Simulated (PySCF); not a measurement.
H₁₂FeO₆ (SMILES [OH2]->[Fe+2](<-[OH2])(<-[OH2])(<-[OH2])(<-[OH2])<-[OH2]), charge +2, quintet (typed; the unrestricted solution is spin-contaminated), at a GFN2-xTB geometry (such geometries of metal compounds can be far from the true shape); B3LYP/STO-3G in PySCF.

The PySCF input:
```python
from pyscf import gto, scf, dft

mol = gto.Mole()
mol.atom = '''
    Fe    0.000000   -0.000000    0.000000
    O    -0.798692    1.921218   -1.090255
    H    -1.604320    1.999455   -1.612140
    H    -0.387585    2.791986   -1.106912
    O     1.858948    1.210841    0.771896
    H     1.927534    1.706370    1.594859
    H     2.708607    1.313419    0.330218
    O     1.193336   -0.600358   -1.932140
    H     1.749449   -1.377380   -2.052538
    H     1.226682   -0.119887   -2.766142
    O    -1.193336    0.600358    1.932140
    H    -1.749449    1.377380    2.052538
    H    -1.226682    0.119887    2.766142
    O    -1.858948   -1.210841   -0.771896
    H    -1.927534   -1.706370   -1.594859
    H    -2.708607   -1.313419   -0.330218
    O     0.798692   -1.921218    1.090255
    H     0.387585   -2.791986    1.106912
    H     1.604320   -1.999455    1.612140
'''
mol.basis = 'sto-3g'
mol.charge = 2
mol.spin = 4
mol.verbose = 4
mol.build()

mf = dft.UKS(mol)
mf.xc = 'b3lyp'
mf.kernel()
mf.analyze()
```

Output, abridged:

```
PySCF version 2.14.0

[INPUT] verbose = 4
[INPUT] num. atoms = 19
[INPUT] num. electrons = 84
[INPUT] charge = 2
[INPUT] spin (= nelec alpha-beta = 2S) = 4
[INPUT] symmetry False subgroup None
[INPUT] Mole.unit = angstrom
[INPUT] Symbol           X                Y                Z      unit          X                Y                Z       unit  Magmom
[...]
nuclear repulsion = 604.763192440926
number of shells = 38
number of NR pGTOs = 180
number of NR cGTOs = 60
basis = sto-3g
ecp = {}

******** <class 'pyscf.dft.uks.UKS'> ********
method = UKS
initial guess = minao
damping factor = 0
level_shift factor = 0
DIIS = <class 'pyscf.scf.diis.CDIIS'>
diis_start_cycle = 1
diis_space = 8
diis_damp = 0
SCF conv_tol = 1e-09
SCF conv_tol_grad = None
SCF max_cycles = 50
direct_scf = True
direct_scf_tol = 1e-13
number electrons alpha = 44  beta = 40
XC library pyscf.dft.libxc version 7.1.2
    S. Lehtola, C. Steigemann, M. J. T. Oliveira, and M. A. L. Marques,  SoftwareX 7, 1–5 (2018)
XC functionals = b3lyp
    P. J. Stephens, F. J. Devlin, C. F. Chabalowski, and M. J. Frisch,  J. Phys. Chem. 98, 11623 (1994)
radial grids:
    Treutler-Ahlrichs [JCP 102, 346 (1995); DOI:10.1063/1.469408] (M4) radial grids

becke partition: Becke, JCP 88, 2547 (1988); DOI:10.1063/1.454033
pruning grids: <function nwchem_prune>
grids dens level: 3
symmetrized grids: False
atomic radii adjust function: <function treutler_atomic_radii_adjust>
small_rho_cutoff = 0
Set gradient conv threshold to 3.16228e-05
tot grids = 223096
init E= -1699.509209123

cycle= 1 E= -1690.86434579861  delta_E= 8.64  |g|= 2.62  |ddm|= 5.84

cycle= 2 E= -1681.52382463082  delta_E= 9.34  |g|= 1.99  |ddm|= 7.14

cycle= 3 E= -1685.19613314597  delta_E= -3.67  |g|= 2.61  |ddm|= 8.92

cycle= 4 E= -1687.21934097492  delta_E= -2.02  |g|= 2.47  |ddm|= 4.19

cycle= 5 E= -1686.73575603532  delta_E= 0.484  |g|= 2.43  |ddm|= 3.92

cycle= 6 E= -1687.80591106184  delta_E= -1.07  |g|= 2.39  |ddm|= 3.78

cycle= 7 E= -1689.15485576758  delta_E= -1.35  |g|= 2.11  |ddm|= 3.44

cycle= 8 E= -1691.17671061016  delta_E= -2.02  |g|= 2.43  |ddm|=  1.7

cycle= 9 E= -1691.15378488108  delta_E= 0.0229  |g|= 2.43  |ddm|= 0.0205

cycle= 10 E= -1690.60379146025  delta_E= 0.55  |g|= 2.16  |ddm|= 0.431

cycle= 11 E= -1674.99684308521  delta_E= 15.6  |g|= 2.29  |ddm|=  7.9
cycle= 12 E= -1687.43632771294  delta_E= -12.4  |g|= 2.74  |ddm|= 7.11

cycle= 13 E= -1688.88898277626  delta_E= -1.45  |g|= 2.31  |ddm|= 6.32

cycle= 14 E= -1688.03798529654  delta_E= 0.851  |g|= 2.34  |ddm|= 3.44

cycle= 15 E= -1687.99462942506  delta_E= 0.0434  |g|= 2.33  |ddm|= 0.267

cycle= 16 E= -1688.02889955308  delta_E= -0.0343  |g|= 2.32  |ddm|= 0.0584

cycle= 17 E= -1688.68513666492  delta_E= -0.656  |g|= 2.16  |ddm|= 1.09

cycle= 18 E= -1689.15787507935  delta_E= -0.473  |g|=  2.2  |ddm|= 2.72
cycle= 19 E= -1689.1113162285  delta_E= 0.0466  |g|= 2.22  |ddm|= 0.284

cycle= 20 E= -1676.4588675008  delta_E= 12.7  |g|= 3.08  |ddm|= 7.64

cycle= 21 E= -1686.16365110102  delta_E= -9.7  |g|= 2.89  |ddm|= 5.73

cycle= 22 E= -1701.09023875616  delta_E= -14.9  |g|= 0.55  |ddm|= 4.69
cycle= 23 E= -1701.76376089549  delta_E= -0.674  |g|= 0.165  |ddm|= 2.37
cycle= 24 E= -1701.78360084795  delta_E= -0.0198  |g|= 0.096  |ddm|= 0.375
cycle= 25 E= -1701.78770359157  delta_E= -0.0041  |g|= 0.064  |ddm|= 0.102
cycle= 26 E= -1701.78963777576  delta_E= -0.00193  |g|= 0.0437  |ddm|= 0.0726
cycle= 27 E= -1701.79066715349  delta_E= -0.00103  |g|= 0.0288  |ddm|= 0.0501
cycle= 28 E= -1701.79137873951  delta_E= -0.000712  |g|= 0.00498  |ddm|= 0.0549
cycle= 29 E= -1701.79140336815  delta_E= -2.46e-05  |g|= 0.000886  |ddm|= 0.0108
cycle= 30 E= -1701.79140415626  delta_E= -7.88e-07  |g|= 0.000305  |ddm|= 0.00254
cycle= 31 E= -1701.79140443097  delta_E= -2.75e-07  |g|= 0.000124  |ddm|= 0.00234
cycle= 32 E= -1701.79140459715  delta_E= -1.66e-07  |g|= 6.51e-05  |ddm|= 0.00225
cycle= 33 E= -1701.79140470982  delta_E= -1.13e-07  |g|= 4e-05  |ddm|= 0.0024
cycle= 34 E= -1701.79140476764  delta_E= -5.78e-08  |g|= 1.21e-05  |ddm|= 0.0028
cycle= 35 E= -1701.79140476968  delta_E= -2.04e-09  |g|= 2.29e-06  |ddm|= 0.000541
cycle= 36 E= -1701.79140476973  delta_E= -5.05e-11  |g|= 9.11e-07  |ddm|= 7.86e-05
Extra cycle  E= -1701.79140476973  delta_E= 2.27e-12  |g|= 8.24e-07  |ddm|= 3.11e-06
converged SCF energy = -1701.79140476973  <S^2> = 7.0008851  2S+1 = 5.3854935
**** SCF Summaries ****
Total Energy =                       -1701.791404769731344
Nuclear Repulsion Energy =             604.763192440926105
One-electron Energy =                -3523.237855879699055
Two-electron Energy =                 1216.683258669041379
Two-electron Coulomb Energy =         1327.720986727212903
DFT Exchange-Correlation Energy =     -111.037728058171467
**** MO energy ****
                             alpha | beta                alpha | beta
[...]
To work with the spin densities directly, `use mulliken_meta_spin()` only printing them here.

 ** Mulliken spin pop alpha/beta on meta-lowdin orthogonal AOs **
 ** Mulliken Spin Density (per AO)  **
spin_pop of  0 Fe 1s       -0.00000
spin_pop of  0 Fe 2s       -0.00002
spin_pop of  0 Fe 3s       -0.00000
spin_pop of  0 Fe 4s       -0.55818
spin_pop of  0 Fe 2px      -0.00000
spin_pop of  0 Fe 2py      -0.00000
spin_pop of  0 Fe 2pz      -0.00000
spin_pop of  0 Fe 3px       0.00008
spin_pop of  0 Fe 3py       0.00008
spin_pop of  0 Fe 3pz       0.00008
spin_pop of  0 Fe 4px       0.00363
spin_pop of  0 Fe 4py       0.00363
spin_pop of  0 Fe 4pz       0.00363
spin_pop of  0 Fe 3dxy      0.99253
spin_pop of  0 Fe 3dyz      0.99361
spin_pop of  0 Fe 3dz^2     0.99560
spin_pop of  0 Fe 3dxz      0.99237
spin_pop of  0 Fe 3dx2-y2    0.99606
spin_pop of  1 O 1s       -0.00001
spin_pop of  1 O 2s       -0.03371
spin_pop of  1 O 2px      -0.00171
spin_pop of  1 O 2py      -0.01133
spin_pop of  1 O 2pz      -0.00306
spin_pop of  2 H 1s       -0.01035
spin_pop of  3 H 1s       -0.01035
spin_pop of  4 O 1s       -0.00001
spin_pop of  4 O 2s       -0.03371
spin_pop of  4 O 2px      -0.01056
spin_pop of  4 O 2py      -0.00393
spin_pop of  4 O 2pz      -0.00161
spin_pop of  5 H 1s       -0.01035
spin_pop of  6 H 1s       -0.01035
spin_pop of  7 O 1s       -0.00001
spin_pop of  7 O 2s       -0.03371
spin_pop of  7 O 2px      -0.00383
spin_pop of  7 O 2py      -0.00084
spin_pop of  7 O 2pz      -0.01142
spin_pop of  8 H 1s       -0.01035
spin_pop of  9 H 1s       -0.01035
spin_pop of  10 O 1s       -0.00001
spin_pop of  10 O 2s       -0.03371
spin_pop of  10 O 2px      -0.00383
spin_pop of  10 O 2py      -0.00084
spin_pop of  10 O 2pz      -0.01142
spin_pop of  11 H 1s       -0.01035
spin_pop of  12 H 1s       -0.01035
spin_pop of  13 O 1s       -0.00001
spin_pop of  13 O 2s       -0.03371
spin_pop of  13 O 2px      -0.01056
spin_pop of  13 O 2py      -0.00393
spin_pop of  13 O 2pz      -0.00161
spin_pop of  14 H 1s       -0.01035
spin_pop of  15 H 1s       -0.01035
spin_pop of  16 O 1s       -0.00001
spin_pop of  16 O 2s       -0.03371
spin_pop of  16 O 2px      -0.00171
spin_pop of  16 O 2py      -0.01133
spin_pop of  16 O 2pz      -0.00306
spin_pop of  17 H 1s       -0.01035
spin_pop of  18 H 1s       -0.01035
 ** Mulliken Spin Density (per atom)  **
spin density of  0 Fe =      4.42307
spin density of  1 O =     -0.04981
spin density of  2 H =     -0.01035
spin density of  3 H =     -0.01035
spin density of  4 O =     -0.04981
spin density of  5 H =     -0.01035
spin density of  6 H =     -0.01035
spin density of  7 O =     -0.04982
spin density of  8 H =     -0.01035
spin density of  9 H =     -0.01035
spin density of  10 O =     -0.04982
spin density of  11 H =     -0.01035
spin density of  12 H =     -0.01035
spin density of  13 O =     -0.04981
spin density of  14 H =     -0.01035
spin density of  15 H =     -0.01035
spin density of  16 O =     -0.04981
spin density of  17 H =     -0.01035
spin density of  18 H =     -0.01035
 ** Mulliken pop alpha/beta on meta-lowdin orthogonal AOs **
 ** Mulliken pop       alpha | beta **
In total            44.00000 | 40.00000
 ** Mulliken atomic charges   ( Nelec_alpha | Nelec_beta ) **
charge of  0Fe =      1.13601  (    14.64353     10.22046 )
charge of  1O =     -0.28931  (     4.11975      4.16956 )
charge of  2H =      0.21665  (     0.38650      0.39685 )
charge of  3H =      0.21665  (     0.38650      0.39685 )
charge of  4O =     -0.28931  (     4.11975      4.16956 )
charge of  5H =      0.21665  (     0.38650      0.39685 )
charge of  6H =      0.21665  (     0.38650      0.39685 )
charge of  7O =     -0.28931  (     4.11975      4.16956 )
charge of  8H =      0.21666  (     0.38650      0.39685 )
charge of  9H =      0.21666  (     0.38650      0.39685 )
charge of  10O =     -0.28931  (     4.11975      4.16956 )
charge of  11H =      0.21666  (     0.38650      0.39685 )
charge of  12H =      0.21666  (     0.38650      0.39685 )
charge of  13O =     -0.28931  (     4.11975      4.16956 )
charge of  14H =      0.21665  (     0.38650      0.39685 )
charge of  15H =      0.21665  (     0.38650      0.39685 )
charge of  16O =     -0.28931  (     4.11975      4.16956 )
charge of  17H =      0.21665  (     0.38650      0.39685 )
charge of  18H =      0.21665  (     0.38650      0.39685 )

WARN: System has nonzero charge 2; the dipole moment is origin-dependent.
Location of origin: [0. 0. 0.]

Dipole moment(X, Y, Z, Debye): -0.00000,  0.00000,  0.00000
```
